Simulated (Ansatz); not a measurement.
Born–Oppenheimer molecular dynamics of CH₉PSn (12 atoms, charge 0, multiplicity 1). It starts at the highest image of a converged band. Of that band: Neighbouring images differ by up to 2.3 eV, so the band resolves the path poorly. A vibrational analysis at the climbing image gives 2 clearly imaginary modes (1630i, 85i cm⁻¹): a point of higher order, so a lower path passes nearby.

Method: Ansatz 0.2.0, RKS PBE-D4/def2-SVP.

```json
{"ensemble": "NVE (velocity Verlet)", "time step": "0.5 fs", "steps asked": "200", "starting velocities drawn for": "100 K", "seed": "7116"}
```

First frame:

```xyz
12
Properties=species:S:1:pos:R:3
Sn -0.312 0.167 -0.362
H -0.039 1.264 1.332
C 1.821 -0.272 -0.323
H 1.982 -1.344 -0.542
H 2.313 0.346 -1.100
H 2.237 -0.009 0.667
H -0.905 1.593 -1.136
H -1.065 -1.234 -1.120
P -2.333 -0.430 1.841
H -3.127 -0.278 0.650
H -1.843 -1.740 1.502
H -0.910 0.624 1.557
```

(1) How far do the bonds stretch over the last three quarters of this one trajectory? (Pairs bonded in most of those frames.)

## Answers

(1) 
```csv
bond,mean (Å),spread (Å),shortest,longest
Sn1–C3,2.175,0.028,2.13,2.21
Sn1–H7,1.748,0.015,1.72,1.78
Sn1–H8,1.748,0.017,1.71,1.78
Sn1–P9,2.533,0.205,2.28,2.95
H2–H12,0.782,0.064,0.69,0.87
C3–H4,1.107,0.012,1.09,1.12
C3–H5,1.108,0.009,1.09,1.12
C3–H6,1.107,0.004,1.10,1.11
P9–H10,1.443,0.004,1.43,1.45
P9–H11,1.446,0.028,1.40,1.49
```

Mean temperature of the second half: 1606 K. The conserved energy stayed within 0.31 meV per atom of its start (net change 0.24 meV per atom), so the integration is sound. The kinetic energy rose, since the run started high on the potential surface and went downhill. It ends in pieces (CH7PSn + H2), so much of that is their flight and rotation, not heat. A run of 0.1 ps of so small a system gives no equilibrium averages. The orbitals stay closed-shell, which can raise the energy where a bond breaks towards radicals; this wasn't checked here.

The run took 4.7 min on 2 threads of Arm Neoverse V2 (shared host), peak memory 0.13 GiB.
